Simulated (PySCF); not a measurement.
Members of the series SiXY, Y = chloro; each row names its spin state. Isolated molecules, 0 K electronic values unless said otherwise. One relaxed conformer stands for each flexible species; it need not be the lowest. Strings in code marks are SMILES.

The numbers are results of PBE-D3(BJ)/def2-TZVP // PBE0-D3(BJ)/def2-TZVP run with PySCF 2.14.0, not measurements. 

```
species                                                                            dipole moment (D)
---------------------------------------------------------------------------------  -----------------
X = chloro, multiplicity 1 (`Cl[Si]Cl` (lower singlet))                                         0.75
X = chloro, multiplicity 3 (`Cl[Si]Cl` (excited triplet))                                       0.54
X = hydroxy, multiplicity 1 (`[Si](Cl)O` (lower singlet; H–O–Si–Cl torsion 0°))                    –
X = amino, multiplicity 1 (`N[Si]Cl` (lower singlet))                                              –
X = cyano, multiplicity 3 (`Cl[Si]C#N` (excited triplet))                                       3.09
X = ethynyl, multiplicity 1 (`C#C[Si]Cl` (lower singlet))                                       1.76
X = mercapto, multiplicity 3 (`Cl[Si]S` (excited triplet; H–S–Si–Cl torsion 90°))                  –
X = isocyano, multiplicity 3 (`[N+](#[C-])[Si]Cl` (excited triplet))                            2.67
```
